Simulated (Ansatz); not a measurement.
Born–Oppenheimer molecular dynamics of ClGaH7NSi (11 atoms, charge 0, multiplicity 1). It starts at the highest image of a converged band. Of that band: The profile has 2 maxima (images 2, 6) with wells between them (image 5): this band takes more than one step, which may be the mechanism or a detour left from its start path. A structure lower than the first end lies on the path between it and the top, so the climb from that side starts below the end, which may itself be a saddle point or a shallow side well. Neighbouring images differ by up to 1.5 eV, so the band resolves the path poorly. A vibrational analysis at the climbing image gives one clearly imaginary mode, 613i cm⁻¹: a first-order saddle point.

Theory: RKS PBE-D4/def2-mTZVP (Ansatz 0.2.0).

```
ensemble                      : NVE (velocity Verlet)
time step                     : 0.5 fs
steps asked                   : 200
starting velocities drawn for : 100 K
seed                          : 3265
```

First frame:

```xyz
11
Properties=species:S:1:pos:R:3
Ga 0.085 0.356 -0.168
Cl -0.169 -0.495 2.262
N 1.813 0.114 -0.773
H 1.986 -0.743 -1.303
H 2.559 0.229 -0.085
H -1.251 -0.024 -0.879
Si 0.053 2.722 0.869
H 1.344 3.156 1.489
H -0.071 3.369 -0.482
H -1.097 3.182 1.707
H -0.074 0.956 1.630
```

**Question.** How far do the bonds stretch over the last three quarters of this one trajectory? (Pairs bonded in most of those frames.)

**Answer.** 
| bond | mean (Å) | spread (Å) | shortest | longest |
| --- | --- | --- | --- | --- |
| Ga1–Cl2 | 2.252 | 0.196 | 2.00 | 2.56 |
| Ga1–N3 | 1.847 | 0.024 | 1.81 | 1.89 |
| Ga1–H6 | 1.571 | 0.024 | 1.53 | 1.61 |
| N3–H4 | 1.024 | 0.019 | 0.99 | 1.06 |
| N3–H5 | 1.022 | 0.013 | 1.00 | 1.04 |
| Si7–H8 | 1.497 | 0.012 | 1.47 | 1.52 |
| Si7–H9 | 1.497 | 0.022 | 1.46 | 1.53 |
| Si7–H10 | 1.494 | 0.006 | 1.48 | 1.51 |
| Si7–H11 | 1.504 | 0.036 | 1.46 | 1.69 |

Pairs bonded in part of these frames only: Ga1–Si7 36 %, Ga1–H11 27 %.

Mean temperature of the second half: 1033 K. The conserved energy stayed within 0.067 meV per atom of its start (net change 0.042 meV per atom), so the integration is sound. The kinetic energy rose, since the run started high on the potential surface and went downhill. It ends in pieces (ClGaH3N + H4Si), so much of that is their flight and rotation, not heat. A run of 0.1 ps of so small a system gives no equilibrium averages. The orbitals stay closed-shell, which can raise the energy where a bond breaks towards radicals; this wasn't checked here.

Run time: 4.1 min on 4 threads of Arm Neoverse V2, on a shared host, peak memory 0.19 GiB.
